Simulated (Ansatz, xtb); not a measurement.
# F3H3SiSn: where a starting geometry ends

The starting geometry of this gas-phase singlet has its atoms placed at random.

```json
{"atom": "F", "x (Å)": "-1.6587", "y (Å)": "0.1113", "z (Å)": "0.3273"}
{"atom": "F", "x (Å)": "-0.2630", "y (Å)": "0.4856", "z (Å)": "-0.1294"}
{"atom": "F", "x (Å)": "-0.9938", "y (Å)": "-0.3595", "z (Å)": "1.7018"}
{"atom": "Si", "x (Å)": "-1.4765", "y (Å)": "-1.7460", "z (Å)": "-0.1508"}
{"atom": "Sn", "x (Å)": "1.3729", "y (Å)": "0.7299", "z (Å)": "-0.6838"}
{"atom": "H", "x (Å)": "-0.3897", "y (Å)": "-1.1356", "z (Å)": "-0.2474"}
{"atom": "H", "x (Å)": "1.4396", "y (Å)": "0.4323", "z (Å)": "1.4513"}
{"atom": "H", "x (Å)": "0.5163", "y (Å)": "-1.6209", "z (Å)": "-0.4018"}
```

**Question.** Guess where an optimisation with r2SCAN-D4/def2-SVP ends from this start.

**Answer.** It ends as a structure given below by its coordinates. Distances that change by over a tenth: F2–Sn5 (1.74 → 2.51 Å), Si4–H6 (1.25 → 1.46 Å). Contacts that close: F1–Si4 (1.93 → 1.60 Å), F2–Si4 (2.54 → 1.64 Å), F3–Si4 (2.36 → 1.60 Å), Sn5–H7 (2.16 → 1.80 Å), Sn5–H8 (2.52 → 1.79 Å).

The energy falls by 20.66 eV over 32 steps:

```json
{"step": "1", "E − E(last) (eV)": "20.660"}
{"step": "4", "E − E(last) (eV)": "6.323"}
{"step": "8", "E − E(last) (eV)": "2.546"}
{"step": "11", "E − E(last) (eV)": "1.919"}
{"step": "15", "E − E(last) (eV)": "1.679"}
{"step": "18", "E − E(last) (eV)": "1.256"}
{"step": "22", "E − E(last) (eV)": "0.068"}
{"step": "25", "E − E(last) (eV)": "0.013"}
{"step": "29", "E − E(last) (eV)": "0.000"}
{"step": "32", "E − E(last) (eV)": "0.000"}
```

Final geometry (Å):

```yaml
atoms:
  - { symbol: F, position_ang: [-2.8147, -0.5646, -0.0042] }
  - { symbol: F, position_ang: [-0.5634, 0.6080, -0.3221] }
  - { symbol: F, position_ang: [-1.2911, -0.1740, 2.0475] }
  - { symbol: Si, position_ang: [-1.2995, -0.5946, 0.5085] }
  - { symbol: Sn, position_ang: [1.9451, 0.6553, -0.3113] }
  - { symbol: H, position_ang: [-0.6780, -1.8875, 0.2428] }
  - { symbol: H, position_ang: [1.5182, -0.3867, 1.0879] }
  - { symbol: H, position_ang: [1.7305, -0.7589, -1.3817] }
```

From the same start GFN2-xTB ends elsewhere, in pieces: F3HSiSn + H2.

From so rough a start the end depends on the optimiser's path, so another program may land elsewhere. No frequencies were run, so the end isn't proven a minimum. Atoms past krypton carry core potentials, without spin–orbit terms. Run with Ansatz 0.2.0, 71 s on 2 threads of Intel(R) Xeon(R) Platinum 8375C CPU @ 2.90GHz (Ice Lake) (shared host).
